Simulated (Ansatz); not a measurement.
Cl₄SW, charge +1, doublet (typed; the unrestricted solution is spin-contaminated), geometry from GFN2-xTB (such geometries of metal compounds can be far from the true shape) (the multiplicity is a formal guess) (core potentials on W), with bond 2-1 at 1.8 times its length; HF/def2-SV(P) in Ansatz (a quantum-chemistry and plane-wave program).

Ansatz was given this input:
Ansatz 0.2 input:
```yaml
crystal:
  periodic: [false, false, false]
  atoms:
    - {symbol: W, position_ang: [0.00110670, -0.00047700, 0.00117363]}
    - {symbol: S, position_ang: [2.77051222, -1.19411298, 2.93805779]}
    - {symbol: Cl, position_ang: [-1.46446458, 0.63119598, -1.55302746]}
    - {symbol: Cl, position_ang: [0.32912794, 2.09336427, 0.54810743]}
    - {symbol: Cl, position_ang: [1.24014675, -0.93553112, -1.54199173]}
    - {symbol: Cl, position_ang: [-1.55872427, -1.16238046, 1.00507275]}
basis:
  gaussian:
    orbitals: def2-SV_P_.json
hamiltonian:
  xc: hf
total_charge: 1
magnetization: {spin_polarized: true, initial_magnetization: 1}
```
The basis file holds def2-SV(P) in the JSON format of the Basis Set Exchange.

What the program printed (banner, timings and long lists left out):

```
Functional definition: HF
1129 factors; integrals over basis functions are off by at most 2.6e-4 eV
mean field evaluation 1: about -62592.8235 eV, gradient 4.5e1 eV
mean field evaluation 2: about -62592.8498 eV, gradient 4.5e1 eV
mean field evaluation 4: about -62602.7114 eV, gradient 1.7e1 eV
mean field evaluation 8: about -62608.7490 eV, gradient 2.1e1 eV
mean field evaluation 16: about -62611.5790 eV, gradient 2.9e-2 eV
mean field evaluation 32: about -62546.7250 eV, gradient 1.0e2 eV
mean field evaluation 64: about -62612.4404 eV, gradient 4.0e-1 eV
mean field evaluation 96: about -62609.3339 eV, gradient 3.1e-1 eV
mean field evaluation 128: about -62610.2352 eV, gradient 1.0e-2 eV
mean field evaluation 160: about -62612.4426 eV, gradient 3.0e-4 eV
mean field evaluation 192: about -62612.4426 eV, gradient 1.3e-2 eV
mean field evaluation 224: about -62611.8802 eV, gradient 4.4e-1 eV
mean field evaluation 256: about -62609.2569 eV, gradient 6.3e0 eV
mean field evaluation 288: about -62612.4429 eV, gradient 1.8e-1 eV
mean field evaluation 320: about -62612.3150 eV, gradient 3.7e-1 eV
mean field evaluation 352: about -62612.0638 eV, gradient 1.3e0 eV
mean field evaluation 384: about -62612.2205 eV, gradient 2.4e0 eV
mean field evaluation 416: about -62611.8182 eV, gradient 1.1e0 eV
mean field evaluation 448: about -62612.0608 eV, gradient 1.3e0 eV
mean field evaluation 480: about -62611.4269 eV, gradient 1.7e0 eV
mean field evaluation 512: about -62610.9763 eV, gradient 2.9e-1 eV
mean field evaluation 544: about -62610.6468 eV, gradient 7.3e-1 eV
mean field evaluation 576: about -62608.8558 eV, gradient 1.3e1 eV
mean field evaluation 608: about -62609.1790 eV, gradient 1.2e1 eV
mean field evaluation 640: about -62602.5564 eV, gradient 4.7e1 eV
mean field evaluation 672: about -62610.0004 eV, gradient 1.5e0 eV
mean field evaluation 704: about -62611.5790 eV, gradient 7.4e-5 eV
mean field evaluation 736: about -62612.4423 eV, gradient 3.8e-2 eV
mean field evaluation 768: about -62610.9406 eV, gradient 1.5e0 eV
mean field evaluation 800: about -62612.1396 eV, gradient 1.5e0 eV
mean field -62612.44259188 eV, -2300.9648250138 hartree, gradient 5.9e-6 eV, S^2 1.781788; 25 other end points of the search recorded, 0 dependent functions left out
reference -62612.44259188 eV, -2300.9648250138 hartree; 49, 48 occupied and 66, 67 virtual orbitals, 1129 factors
Total energy: -62612.44259188 eV, -2300.9648250138 hartree
```
